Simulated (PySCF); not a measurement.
Compound: C7H9ClO2.
Z-matrix (Å and degrees, GFN2-xTB geometry), rows numbered from 1:
```
C 
C   1  1.3226
C   2  1.4825  1  125.99
C   3  1.4680  2  112.90  1  -177.44
O   4  1.1923  3  126.53  2   -13.02
Cl  4  1.7715  3  114.93  2   167.79
C   3  1.5204  2  120.07  1   -24.76
C   7  1.4753  3   62.89  2   104.34
O   8  1.3678  3  121.14  7  -108.21
C   9  1.4124  8  113.88  3   -83.74
H   1  1.0774  2  123.26  3     0.43
H   1  1.0754  2  120.86  3  -179.74
H   2  1.0808  1  120.16  3   179.33
H   7  1.0785  3  116.81  8   108.03
H   7  1.0785  3  116.40  8  -110.80
H   8  1.0911  3  112.17  7   111.50
H  10  1.0958  9  111.03  8   -57.21
H  10  1.0956  9  111.04  8    64.12
H  10  1.0872  9  106.40  8  -176.65
```

Computed at PBE0/pcSseg-1 (PySCF, non-relativistic), with Q(17O) = −0.0256 b, Q(35Cl) = −0.0817 b: O5, 17O (I = 5/2): χzz = 9.437 MHz, η = 0.332; Cl6, 35Cl (I = 3/2): χzz = -64.03 MHz, η = 0.294; O9, 17O (I = 5/2): χzz = -11.99 MHz, η = 0.919.

Problem. Find the zero-field quadrupole resonance frequencies of 17O at O5.

Solution. From the eigenvalues of H = χ/[4I(2I − 1)] × [3Iz² − I(I + 1) + η(Ix² − Iy²)], steps between neighbouring levels, labelled as for η = 0: ±1/2↔±3/2 1.576 MHz, ±3/2↔±5/2 2.772 MHz (carbonyl oxygen).

Problem. Find the zero-field quadrupole resonance frequencies of 35Cl at Cl6.

Solution. From ν = (|χ|/2)√(1 + η²/3): ν = 32.47 MHz (chlorine bonded to C). For 37Cl the ratio of quadrupole moments, 0.7881, gives 25.59 MHz.

Problem. Where would the pure quadrupole (NQR) lines of 17O at O9 fall for the rigid, isolated species?

Solution. From the eigenvalues of H = χ/[4I(2I − 1)] × [3Iz² − I(I + 1) + η(Ix² − Iy²)], steps between neighbouring levels, labelled as for η = 0: ±1/2↔±3/2 3.005 MHz, ±3/2↔±5/2 3.214 MHz (ether oxygen).

In a crystal, neighbours and librations shift these lines. GFN2-xTB bond lengths can be off by several hundredths of an ångström, more for odd bonds, and the gradients follow them. With a basis this small, the couplings can be 20 % off.

The run behind these numbers computed NMR shieldings as well. Hardware: Arm Neoverse V1, one thread (shared host). Cost: 51 s of wall time.

One conformer stands for the species.
